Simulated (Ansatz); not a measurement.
Relaxation of B$_{2}$ClH$_{4}$NO (9 atoms, charge 0, multiplicity 1), to a largest force component of 0.015 eV/Å in at most 40 steps.

Method: Ansatz, RKS B3LYP-D4/cc-pVDZ.

```xyz
9
Properties=species:S:1:pos:R:3
B 0.098 1.534 -0.325
O 1.010 0.500 -0.108
B 0.248 -0.743 -0.353
N -0.295 -1.469 0.821
Cl 0.294 -1.528 -2.031
H -0.584 2.026 0.563
H -0.025 2.068 -1.405
H 0.412 -1.616 1.537
H -1.071 -0.818 1.285
```

Where does it end, and by what steps?

It converged. The force dipped under the threshold on the way, but the program's further checks kept it going. After 34 steps the energy has fallen by 2.170 eV; H6 moved furthest, 1.92 Å.

| step | energy less start (eV) | largest force component (eV/Å) | accepted |
| --- | --- | --- | --- |
| 0 | 0.0000 | 2.725 | yes |
| 2 | -0.5956 | 1.120 | yes |
| 4 | -0.8585 | 0.871 | yes |
| 6 | -1.1474 | 1.051 | yes |
| 8 | -1.5182 | 1.353 | yes |
| 10 | -1.8286 | 1.515 | yes |
| 12 | -2.0366 | 0.597 | yes |
| 14 | -2.1189 | 0.334 | no |
| 16 | -2.1413 | 0.104 | yes |
| 18 | -2.1549 | 0.143 | yes |
| 20 | -2.1594 | 0.092 | yes |
| 22 | -2.1672 | 0.065 | yes |
| 24 | -2.1669 | 0.245 | no |
| 26 | -2.1691 | 0.069 | yes |
| 28 | -2.1698 | 0.037 | yes |
| 30 | -2.1701 | 0.018 | yes |
| 32 | -2.1702 | 0.014 | yes |
| 34 | -2.1702 | 0.015 | yes |

```xyz
9
Properties=species:S:1:pos:R:3
B 0.247 1.791 -0.599
O 0.471 0.612 0.043
B -0.165 -0.615 -0.026
N 0.094 -1.565 0.957
Cl -1.294 -1.017 -1.363
H -0.684 1.919 -1.355
H 1.021 2.686 -0.361
H 0.728 -1.373 1.724
H -0.329 -2.483 0.964
```

Whether the end is a true minimum wasn't checked by a vibrational analysis.

The run took 110 s on 1 thread of Intel(R) Xeon(R) 6975P-C (Granite Rapids) (shared host), peak memory 0.21 GiB.
